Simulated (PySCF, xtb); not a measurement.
hydrogen iodide (HI), SMILES I.

GFN2-xTB (xtb) at its own geometry gives an orbital gap of 6.43 eV and a dipole moment of 2.47 D.

Geometry optimised at B3LYP-D3(BJ)/def2-TZVPD. The def2 effective core potentials stand for the cores of I; spin–orbit coupling is left out.

### Question
What does HF/def2-TZVPD run with PySCF give? (Estimate from the structure and the level; the computed values follow.)

### Answer
gap 11.94 eV (levels -10.54 and 1.41 eV), dipole 0.53 D.
